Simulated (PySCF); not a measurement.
Electron correlation in Mg (magnesium, neutral)

[Ne] 3s2, closed-shell 1S. Calculation: PySCF 2.14, in def2-QZVPPD (9s5p5d2f, 63 functions); no relativity, point nucleus. Frozen: 1s2; 10 electrons correlated.

```json
{"level": "CCSD", "correlation energy (mhartree)": "-237.66"}
{"level": "(T)", "correlation energy (mhartree)": "-3.24"}
{"level": "CCSD(T)", "correlation energy (mhartree)": "-240.90"}
```

Diagnostics: T1 = 0.012, D1 = 0.0366, largest double amplitude 0.077.

Cost of the coupled-cluster step: about 1.4 core-seconds, for 10 correlated electrons.

Iterations:

```
CC2 = 0
CCSD nocc = 5, nmo = 62
frozen orbitals [0]
max_cycle = 100
direct = 0
conv_tol = 1e-08
conv_tol_normt = 1e-06
diis_space = 8
diis_start_cycle = 0
Init t2, MP2 energy = -199.837295027008  E_corr(MP2) -0.222807140506985
Init E_corr(CCSD) = -0.222807140514772
cycle = 1  E_corr(CCSD) = -0.232443872560333  dE = -0.00963673205  norm(t1,t2) = 0.0483412
cycle = 2  E_corr(CCSD) = -0.235662307613517  dE = -0.00321843505  norm(t1,t2) = 0.0224341
cycle = 3  E_corr(CCSD) = -0.237682823959866  dE = -0.00202051635  norm(t1,t2) = 0.0114035
cycle = 4  E_corr(CCSD) = -0.237689597392497  dE = -6.77343263e-06  norm(t1,t2) = 0.00103108
cycle = 5  E_corr(CCSD) = -0.237658425167071  dE = 3.11722254e-05  norm(t1,t2) = 0.000272948
cycle = 6  E_corr(CCSD) = -0.237665915366135  dE = -7.49019906e-06  norm(t1,t2) = 4.75332e-05
cycle = 7  E_corr(CCSD) = -0.237664613913072  dE = 1.30145306e-06  norm(t1,t2) = 1.33877e-05
cycle = 8  E_corr(CCSD) = -0.237664060377616  dE = 5.53535456e-07  norm(t1,t2) = 3.09678e-06
cycle = 9  E_corr(CCSD) = -0.237664182144777  dE = -1.21767161e-07  norm(t1,t2) = 7.30643e-07
cycle = 10  E_corr(CCSD) = -0.237664182016981  dE = 1.27795441e-10  norm(t1,t2) = 1.51982e-07
CCSD converged
E(CCSD) = -199.8521520685178  E_corr = -0.2376641820169815
CCSD(T) correction = -0.00323940723958236
```

This basis was not built for core-valence correlation, so the inner-shell part is incomplete.
